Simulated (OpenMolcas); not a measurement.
# O+: Slater's ratio, thermal populations, worked from levels

```yaml
Program: OpenMolcas
Basis: ANO-RCC-VDZP [3s2p1d]
Scalar_Hamiltonian: DKH2, point nucleus
Active_space: 3 electrons in 3 orbitals (2p)
State_averaging: 2S+1 = 4 odd, 1 root; 2S+1 = 2 odd, 8 roots
Spin-orbit_coupling: state interaction with AMFI integrals over the reference wave functions, term energies averaged over their components
```

Methods: CASSCF; SS-CASPT2, IPEA 0.25 Eh, imaginary shift 0.1 Eh (closed shells correlated: 1s 2s). Measured levels: NIST Handbook of Basic Atomic Spectroscopic Data.

**Slater's ratio.** With one set of orbitals, p3 has ²D° - ⁴S° = 9 F2 and ²P° - ²D° = 6 F2 (F2 = F²/25), a ratio of 2/3. Term energies are centres of gravity, weighted by 2J + 1.

| Source | ²D° - ⁴S° | ²P° - ⁴S° | F2 from the first | Ratio |
| --- | --- | --- | --- | --- |
| CASSCF | 30462 | 50490 | 3385 | 0.657 |
| SS-CASPT2 | 29369 | 45746 | 3263 | 0.558 |
| measured | 26819 | 40469 | 2980 | 0.509 |

Energies in cm-1. A ratio away from 2/3 shows effects beyond one configuration with one set of orbitals, and in heavier atoms second-order spin-orbit shifts.

**Thermal populations.** Z = Σ (2J + 1) exp(-E/kT) with k = 0.695035 cm-1/K, over the levels below. No other level of either list lies under 90000 cm-1, which is above 7 kT at each temperature.

| Level | 2J + 1 | SS-CASPT2 | measured |
| --- | --- | --- | --- |
| 2s² 2p³ ⁴S°_3/2 | 4 | 0.0 | 0.0 |
| 2s² 2p³ ²D°_3/2 | 4 | 29370 | 26831 |
| 2s² 2p³ ²D°_5/2 | 6 | 29370 | 26811 |
| 2s² 2p³ ²P°_1/2 | 2 | 45740 | 40470 |
| 2s² 2p³ ²P°_3/2 | 4 | 45750 | 40468 |

| T (K) | Z, SS-CASPT2 | Z, measured levels | Ground level (%), SS-CASPT2 | Ground level (%), measured levels |
| --- | --- | --- | --- | --- |
| 12000 | 4.320 | 4.448 | 92.6 | 89.9 |

At 12000 K, kT = 8340 cm-1, and the computed levels give Z = 4.000 + 0.118 + 0.177 + 0.008 + 0.017 = 4.320.

CASPT2 breaks the degeneracy within a term, and the mean is taken; among the terms shown or strongly mixed into the levels shown the widest spread is 170 cm-1 (2s² 2p³ ²D°, SS-CASPT2). With the s shell closed, the reference lacks s² → p² mixing. Without dynamic correlation excited terms often stand tens of per cent too high (terms of higher spin than the ground term too low), and those without a measured partner can miss by more than the paired ones (holds for CASSCF). Measured partners are found by configuration, term and J. A level has none where our copy of the source lacks it or the pairing is in doubt (some pairs that miss far off the trend of their configuration count as doubtful), and it then counts in no deviation. Only configurations of the active space appear.

° marks odd parity.
